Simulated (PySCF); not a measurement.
# Correlation energy of Mg (magnesium, neutral)

[Ne] 3s2, closed-shell 1S. Calculation: PySCF 2.14, in aug-cc-pVDZ-DK; the spin-free X2C one-electron Hamiltonian (Gaussian nucleus). Frozen: [Ne]; 2 electrons correlated.

Total MP2 correlation energy: -21.66 mhartree.

Same-spin part 0.00 and opposite-spin part -21.66 mhartree; SCS-MP2 scales them by 1/3 and 6/5 to -25.99 mhartree.

With two correlated electrons CCSD is exact within the correlated space (frozen core and kept virtual orbitals).

| level | correlation energy (mhartree) |
| --- | --- |
| CCSD | -32.90 |

Diagnostics: T1 = 0.015, D1 = 0.0213, largest double amplitude 0.093.

Cost of the coupled-cluster step: 0.06 s of wall time on 1 thread of Neoverse-V1 (shared host), for 2 correlated electrons.
